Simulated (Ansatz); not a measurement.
(H3Sn)2CH2 (CH8Sn2), relaxed as a singlet with RKS PBE0-D4/def2-SVP in Ansatz, starting from the GFN2-xTB geometry. Force threshold 0.02 eV/Å.

In the def2 sets Sn takes a core potential; there is no spin–orbit coupling.

Start:

```tsv
atom	x (Å)	y (Å)	z (Å)
Sn1	1.795	0.411	-0.051
H2	2.642	1.761	-0.509
H3	2.066	0.161	1.561
H4	2.407	-0.888	-0.869
C5	-0.294	0.667	-0.488
Sn6	-1.620	-0.807	0.343
H7	-1.030	-2.343	0.173
H8	-3.092	-0.741	-0.419
H9	-1.853	-0.537	1.957
H10	-0.413	0.671	-1.568
H11	-0.608	1.643	-0.130
```

| step | energy (eV) | largest force component (eV/Å) | SCF passes |
| --- | --- | --- | --- |
| 1 | -12826.5349 | 0.895 | 22 |
| 2 | -12826.6853 | 0.313 | 27 |
| 3 | -12826.7198 | 0.076 | 28 |
| 4 | -12826.7220 | 0.042 | 27 |
| 5 | -12826.7226 | 0.013 | 22 |
| 6 | -12826.7227 | 0.007 | 22 |

Force components are those of the run's own axes.

End:

```xyz
11

Sn    1.785    0.414   -0.039
H     2.686    1.791   -0.526
H     1.966    0.190    1.653
H     2.377   -0.973   -0.857
C    -0.301    0.678   -0.512
Sn   -1.610   -0.808    0.337
H    -0.956   -2.371    0.067
H    -3.165   -0.715   -0.385
H    -1.749   -0.540    2.026
H    -0.413    0.664   -1.607
H    -0.622    1.670   -0.157
```

By distances, no bond broke or formed. The bond that changes most is Sn1–H3, from 1.65 to 1.72 Å (atoms count from 1).

The force fell under the threshold at step 5, but the optimiser went on. No frequencies were taken in this run, so the end may be a saddle point.

Hardware: 4 threads of Intel Xeon on a shared host. Wall time 19 s.
